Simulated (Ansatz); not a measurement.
One change: `BS[SiH3]` becomes `[SiH3]BS[SiH3]`.

Ansatz, PBE0-D4/def2-TZVP geometries, multiplicity 1. Each molecule was computed in one conformer, which needn't be the lowest.

```csv
property,`BS[SiH3]`
HOMO–LUMO gap (ωB97M-V/def2-TZVPP) / eV,10.76
LUMO energy (ωB97M-V/def2-TZVPP) / eV,0.36
"ideal-gas entropy at 298 K and 1 bar (rigid rotor, harmonic PBE0-D4/def2-TZVP) / J/(mol·K)",308
LUMO energy (B3LYP/def2-TZVPP) / eV,-1.76
LUMO energy (PBE0/def2-TZVPP) / eV,-1.58
size of the dipole moment (ωB97M-V/def2-TZVPP) / D,0.96
```

(1) What does the change do to each property? (An estimate is asked.)

## Answers

(1) Ansatz gave: 
| property | `[SiH3]BS[SiH3]` | shift |
| --- | --- | --- |
| HOMO–LUMO gap (ωB97M-V/def2-TZVPP) / eV | 10.04 | -0.72 |
| LUMO energy (ωB97M-V/def2-TZVPP) / eV | -0.07 | -0.43 |
| ideal-gas entropy at 298 K and 1 bar (rigid rotor, harmonic PBE0-D4/def2-TZVP) / J/(mol·K) | 370 | 62 |
| LUMO energy (B3LYP/def2-TZVPP) / eV | -2.16 | -0.40 |
| LUMO energy (PBE0/def2-TZVPP) / eV | -2.02 | -0.44 |
| size of the dipole moment (ωB97M-V/def2-TZVPP) / D | 1.49 | 0.53 |

With PBE0 the HOMO rises by 0.24 eV and the LUMO falls by 0.44 eV, so the gap narrows by about 0.68 eV. PBE moves the HOMO by 0.30 eV and ωB97M-V by 0.30 eV. The zero-point energy changes by 42.8 kJ/mol with +9 modes. Dipoles are sizes alone; their direction can turn.

B3LYP here is the variant with VWN-RPA as its local correlation; programs differ in this.
